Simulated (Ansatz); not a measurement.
Consider the silylene formation by 1,1-elimination: `C[SiH](O)P` → `C[Si]O` + PH₃.

Calculated with Ansatz (gas phase, PBE0-D4/def2-TZVP geometries, no zero-point term in ΔE). CCSD(T)/CBS adds triple-zeta CCSD(T) − MP2 to the extrapolated MP2 energy (def2 sets, frozen cores). This one scheme is used for every species. Functionals use def2-TZVPP. B3LYP here is the variant with VWN-RPA as its local correlation; programs differ in this. One conformer a species, not always the lowest.

| level | ΔE (eV) | difference from CCSD(T)/CBS |
| --- | --- | --- |
| PBE-D4 | 2.12 | -0.01 |
| r2SCAN-D4 | 2.30 | 0.17 |
| PBE0-D4 | 2.26 | 0.13 |
| B3LYP-D4 | 2.03 | -0.10 |
| ωB97X-V | 2.20 | 0.07 |
| ωB97M-V | 2.02 | -0.11 |
| PBE | 2.02 | -0.11 |
| r2SCAN | 2.27 | 0.14 |
| PBE0 | 2.17 | 0.04 |
| MP2/def2-TZVPP | 2.22 | 0.09 |
| SCS-MP2/def2-TZVPP | 2.10 | -0.03 |
| CCSD(T)/def2-TZVPP | 2.05 | -0.08 |
| HF/def2-QZVPP | 1.97 | -0.16 |
| MP2/def2-QZVPP | 2.27 | 0.14 |
| SCS-MP2/def2-QZVPP | 2.15 | 0.02 |
| HF/CBS(def2) | 1.96 | -0.17 |
| CCSD(T)/CBS | 2.13 | 0 |

Largest T1 diagnostic among the species: 0.014.

From PBE to PBE0 (25 % exact exchange), in def2-TZVPP and without D4, ΔE moves by +0.15 eV. In def2-TZVPP, CCSD(T) changes the Hartree–Fock value by +0.08 eV (the triples alone add +0.03 eV) and MP2 by +0.26 eV. The D4 term adds +0.16 eV with B3LYP and +0.09 eV with PBE0; it sums over pairs of atoms, weighted by their polarisabilities, and B3LYP, whose exchange is more repulsive, gets the larger term.
